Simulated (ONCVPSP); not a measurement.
**Varying the ONCV potential for Ag**

Base potential:

```json
{
 "Element": "Ag (Z = 47)",
 "Generator": "ONCVPSP 4.0.1",
 "Type": "optimised norm-conserving Vanderbilt (ONCV)",
 "Functional": "PBEsol",
 "Relativity": "scalar-relativistic",
 "Frozen core": "[Kr]",
 "Valence charge": "11",
 "Reference configuration": "4d10 5s1",
 "Partial waves": "5s: rc 2.70 bohr, ncon 4, nbas 8, qcut 2.8 1/bohr, 2 projectors, debl 1.9 Ha; p scattering state at 0.19 Ha: rc 2.70 bohr, ncon 4, nbas 9, qcut 3 1/bohr, 2 projectors, debl 2.2 Ha; 4d: rc 1.55 bohr, ncon 4, nbas 9, qcut 12 1/bohr, local",
 "Local potential": "the d channel",
 "Core correction": "Teter function, fcfact 5.75, rcfact 1.25"
}
```

In the p channel the program set the typed energies aside and used 0.050, 2.250 Ha.

Cutoffs, loose and tight: the cutoffs (Ha) at which the residual kinetic energy of the hardest occupied pseudo-wave falls to 1 and 0.1 mHa per electron. They do not see the model core or the augmentation charge, which bear on the density cutoff. Test errors are all-electron minus pseudo excitation energies from the reference, over the configurations 4d10 5s0; 4d9 5s0; 4d8 5s0; 4d9 5s1. A dash means not determined; rows that change the core or the reference have their own tests.

A true bound ghost makes a file unfit for plane-wave use even where its test errors are small: the radial tests pick states by their node count and pass the ghost by.

| change | outcome | cutoff, loose | cutoff, tight | bound ghosts | GHOST(+) flags above zero | largest test error (meV) |
| --- | --- | --- | --- | --- | --- | --- |
| base | generated, projector energies reset by the program | 37 Ha | 45 Ha | s | p | -153 |
| core correction Teter function, fcfact 1.2, rcfact 1.25 | generated, projector energies reset by the program | 37 Ha | 45 Ha | s | p | -125 |
| core correction Teter function, fcfact 1.9, rcfact 1.25 | generated, projector energies reset by the program | 37 Ha | 45 Ha | s | p | -129 |
| core correction Teter function, fcfact 2.8, rcfact 1.25 | generated, projector energies reset by the program | 37 Ha | 45 Ha | s | p | -134 |
| core correction Teter function, fcfact 3.4, rcfact 1.25 | generated, projector energies reset by the program | 37 Ha | 45 Ha | s | p | -138 |
| core correction Teter function, fcfact 4.4, rcfact 1.25 | generated, projector energies reset by the program | 37 Ha | 45 Ha | s | p | -144 |
| core correction Teter function, fcfact 4.8, rcfact 1.25 | generated, projector energies reset by the program | 37 Ha | 45 Ha | s | p | -147 |
| core correction Teter function, fcfact 5.7, rcfact 1.25 | generated, projector energies reset by the program | 37 Ha | 45 Ha | s | p | -152 |
| core correction Teter function, fcfact 6.3, rcfact 1.25 | generated, projector energies reset by the program | 37 Ha | 45 Ha | s | p | -156 |
| core correction Teter function, fcfact 7.1, rcfact 1.25 | generated, projector energies reset by the program | 37 Ha | 45 Ha | s | p | -161 |
| core correction Teter function, fcfact 7.8, rcfact 1.25 | generated, projector energies reset by the program | 37 Ha | 45 Ha | s | p | -166 |

Reading the sweep of the fcfact (base included, trends over the rows without a ghost): Bound ghosts are found at 1.2, 1.9, 2.8, 3.4, 4.4, 4.8, 5.7, 5.75, 6.3, 7.1, 7.8. Every judged row has one, so this setting neither creates nor removes them.
